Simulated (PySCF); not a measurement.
Mg(NMe2)(SH) (C₂H₇MgNS), SMILES [N](C)([Mg][SH])C.

The structure is a stationary point at TPSSh-D3(BJ)/def2-SVP. The structure was generated by enumeration; whether it is a known compound was not checked. One conformer was computed; it need not be the lowest.

Two levels are set side by side: TDA-PBE/def2-SVPD (PySCF) and TDA-CAM-B3LYP/def2-SVPD (PySCF). Vertical, same geometry. The lowest singlet is HOMO→LUMO 100 % with PBE and HOMO→LUMO 93 % with the other functional; states are paired by order. Differences are taken from unrounded values.

```tsv
quantity	TDA-CAM-B3LYP	TDA-PBE	TDA-PBE minus TDA-CAM-B3LYP
lowest singlet excitation (eV)	3.51	2.58	-0.93
lowest triplet excitation (TDA) (eV)	3.24	2.36	-0.87
first bright state (f over 0.05) (eV)	4.74	3.92	-0.82
its oscillator strength	0.06	0.08	0.02
```

A lower first singlet is the usual sign of a functional without exact exchange. Differences between two approximate levels are no errors against the true value.

Rough cost on one machine, each run with all the roots and properties that it gave: TDA-CAM-B3LYP against TDA-PBE about 4 times.
